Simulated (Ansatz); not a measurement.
Relaxation of Cu₂Cl₂⁻ with UKS r2SCAN-D4/def2-SVPD.

```sh
$ ansatz run in.yaml --threads 4 --pin off --events-out ev --progress --plain --max-ram 4787MiB
```

```yaml
crystal:
  periodic: [false, false, false]
  atoms:
    - {symbol: Cu, position_ang: [-0.145800, 0.152080, 0.784530]}
    - {symbol: Cu, position_ang: [0.267100, -0.385380, -2.517120]}
    - {symbol: Cl, position_ang: [-1.283140, 0.896610, 2.341840]}
    - {symbol: Cl, position_ang: [1.161840, -0.663320, -0.609250]}
basis:
  gaussian: {orbitals: def2-SVPD}
total_charge: -1
magnetization: {spin_polarized: true, initial_magnetization: 1}
hamiltonian: {xc: r2scan, dispersion: d4}
scf: {lower_state_search: "off"}
output: {orbitals: {seedname: orbitals}}
relax: {f_tol: 0.02, max_steps: 100}
```

It took 49 s on 4 threads of Intel Xeon on a shared host.

Positions (Å) and forces (eV/Å) at steps 1, 2, 3, 4, 5, 6, 7, 8, 9 of 9:

```xyz
4
step=1 energy=-114310.1146 eV
Cu   -0.146    0.152    0.785   -0.144    0.078    0.029
Cu    0.267   -0.385   -2.517   -0.397    0.135   -0.733
Cl   -1.283    0.897    2.342   -0.502    0.323    0.631
Cl    1.162   -0.663   -0.609    1.044   -0.535    0.073
4
step=2 energy=-114310.2029 eV
Cu   -0.142    0.152    0.799   -0.094    0.054    0.053
Cu    0.257   -0.384   -2.553   -0.230    0.085   -0.347
Cl   -1.318    0.918    2.378   -0.141    0.087    0.146
Cl    1.202   -0.686   -0.624    0.464   -0.227    0.147
4
step=3 energy=-114310.2302 eV
Cu   -0.131    0.146    0.797   -0.028    0.013   -0.020
Cu    0.216   -0.361   -2.544   -0.087    0.044   -0.007
Cl   -1.341    0.929    2.366   -0.012    0.004   -0.022
Cl    1.256   -0.714   -0.619    0.126   -0.061    0.050
4
step=4 energy=-114310.2758 eV
Cu   -0.107    0.127    0.733   -0.001   -0.017   -0.181
Cu    0.096   -0.286   -2.407    0.039    0.017    0.374
Cl   -1.366    0.932    2.272    0.067   -0.047   -0.121
Cl    1.376   -0.774   -0.597   -0.104    0.047   -0.073
4
step=5 energy=-114310.3728 eV
Cu   -0.115    0.121    0.631   -0.010   -0.019   -0.248
Cu    0.019   -0.229   -2.239    0.002    0.042    0.441
Cl   -1.355    0.919    2.190    0.028   -0.025   -0.108
Cl    1.451   -0.811   -0.582   -0.020    0.002   -0.085
4
step=6 energy=-114310.4806 eV
Cu   -0.136    0.121    0.512   -0.021   -0.001   -0.121
Cu   -0.046   -0.178   -2.061   -0.040    0.049    0.285
Cl   -1.335    0.901    2.118   -0.020    0.003   -0.080
Cl    1.517   -0.844   -0.569    0.081   -0.050   -0.084
4
step=7 energy=-114310.4989 eV
Cu   -0.116    0.104    0.450   -0.022    0.051    0.408
Cu   -0.118   -0.124   -1.889   -0.031   -0.017   -0.337
Cl   -1.350    0.900    2.027   -0.006   -0.001   -0.042
Cl    1.584   -0.881   -0.588    0.059   -0.034   -0.029
4
step=8 energy=-114310.5137 eV
Cu   -0.049    0.079    0.541   -0.009   -0.004   -0.091
Cu   -0.137   -0.116   -1.910   -0.013    0.009    0.026
Cl   -1.389    0.917    1.988    0.002    0.002    0.031
Cl    1.575   -0.879   -0.619    0.020   -0.007    0.034
4
step=9 energy=-114310.5154 eV
Cu   -0.073    0.088    0.515    0.003   -0.002   -0.006
Cu   -0.128   -0.121   -1.917    0.006   -0.003    0.005
Cl   -1.376    0.912    2.008    0.000    0.000    0.002
Cl    1.577   -0.879   -0.606   -0.009    0.004   -0.001
```

The highest occupied level of the charge -1 doublet lies above zero (up to 0.05 eV). By energy differences its removal costs 2.24 eV (vertical, to the charge 0 singlet, at PBE0-D4/def2-TZVPD). The relaxation made no stability test and no search for a lower SCF solution. The structure comes from a short search, and lower isomers may exist.
